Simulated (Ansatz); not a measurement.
Cost and result for the atomization energy of C2H8AlB, SMILES `C[B](C)[AlH2]` (12 atoms, 11 bonds).

```xyz
12

C     1.132    0.600   -0.928
B     0.002   -0.007   -0.027
C    -0.987   -1.025   -0.693
Al   -0.182    0.534    2.038
H     1.496    1.594   -0.658
H     1.987   -0.081   -0.778
H     0.910    0.573   -2.000
H    -1.825   -0.395   -1.037
H    -1.434   -1.777   -0.039
H    -0.589   -1.512   -1.589
H     0.645   -0.209    3.187
H    -1.154    1.705    2.525
```

The species carries charge 0 and has multiplicity 1. All single points use the PBE0-D4/def2-TZVP geometry. Program: Ansatz. All runs use 2 threads of an Arm Neoverse V1 on a shared host. Times are those of one run each, without the atoms' runs, and a repeat can differ threefold. Electronic energies, without spin–orbit coupling; frozen cores. CCSD(T)/CBS adds CCSD(T) − MP2 in def2-TZVPP to the MP2 limit, and its time is that of the two runs behind it. T1 = 0.011. B3LYP takes the VWN-RPA correlation (the form of Gaussian; ORCA's B3LYP/G).

CCSD(T)/CBS is a level of theory with its own doubt, some kJ/mol a heavy atom from the limit and from the frozen cores, so smaller differences don't rank the functionals.

```json
{"level": "revPBE-D4/def2-TZVPP", "functions": "247", "wall time": "3.2 s", "atomization (kcal/mol)": "978.8", "difference from CCSD(T)/CBS": "-6.8", "per bond": "-0.6"}
{"level": "PBE-D4/def2-TZVPP (with forces)", "functions": "247", "wall time": "4 s", "atomization (kcal/mol)": "996.6", "difference from CCSD(T)/CBS": "11.0", "per bond": "1.0"}
{"level": "BHLYP-D4/def2-TZVPP", "functions": "247", "wall time": "4.4 s", "atomization (kcal/mol)": "975.2", "difference from CCSD(T)/CBS": "-10.4", "per bond": "-0.9"}
{"level": "PBE0-D4/def2-TZVPP", "functions": "247", "wall time": "4.4 s", "atomization (kcal/mol)": "990.3", "difference from CCSD(T)/CBS": "4.7", "per bond": "0.4"}
{"level": "CCSD(T)/def2-SVP", "functions": "100", "wall time": "4.9 s", "atomization (kcal/mol)": "947.4", "difference from CCSD(T)/CBS": "-38.2", "per bond": "-3.5"}
{"level": "B3LYP-D4/def2-TZVPP (with forces)", "functions": "247", "wall time": "7 s", "atomization (kcal/mol)": "990.5", "difference from CCSD(T)/CBS": "4.9", "per bond": "0.4"}
{"level": "r2SCAN-D4/def2-TZVPP (with forces)", "functions": "247", "wall time": "7.5 s", "atomization (kcal/mol)": "992.9", "difference from CCSD(T)/CBS": "7.3", "per bond": "0.7"}
{"level": "B2PLYP/def2-TZVPP", "functions": "247", "wall time": "8.5 s", "atomization (kcal/mol)": "978.5", "difference from CCSD(T)/CBS": "-7.1", "per bond": "-0.6"}
{"level": "ωB97X-V/def2-TZVPP", "functions": "247", "wall time": "13 s", "atomization (kcal/mol)": "990.8", "difference from CCSD(T)/CBS": "5.2", "per bond": "0.5"}
{"level": "B97M-V/def2-TZVPP", "functions": "247", "wall time": "14 s", "atomization (kcal/mol)": "999.3", "difference from CCSD(T)/CBS": "13.7", "per bond": "1.2"}
{"level": "MP2/def2-QZVPP", "functions": "481", "wall time": "35 s", "atomization (kcal/mol)": "981.0", "difference from CCSD(T)/CBS": "-4.6", "per bond": "-0.4"}
{"level": "CCSD(T)/def2-TZVPP", "functions": "247", "wall time": "9.5 min", "atomization (kcal/mol)": "965.6", "difference from CCSD(T)/CBS": "-20.0", "per bond": "-1.8"}
{"level": "CCSD(T)/CBS(def2)", "functions": "–", "wall time": "10 min", "atomization (kcal/mol)": "985.6", "difference from CCSD(T)/CBS": "0.0", "per bond": "0.0"}
```

In def2-TZVPP, CCSD(T) changes the Hartree–Fock value by +200.3 kcal/mol (the triples alone add +9.3 kcal/mol) and MP2 by +203.9 kcal/mol; breaking electron pairs costs correlation energy, which Hartree–Fock lacks. From PBE to PBE0 (25 % exact exchange), in def2-TZVPP and without D4, the atomization energy moves by −5.5 kcal/mol: exact exchange takes away binding that semilocal exchange gives to molecules. The D4 term adds +7.5 kcal/mol with B3LYP and +3.9 kcal/mol with PBE0; it sums over pairs of atoms, weighted by their polarisabilities, and B3LYP, whose exchange is more repulsive, gets the larger term.
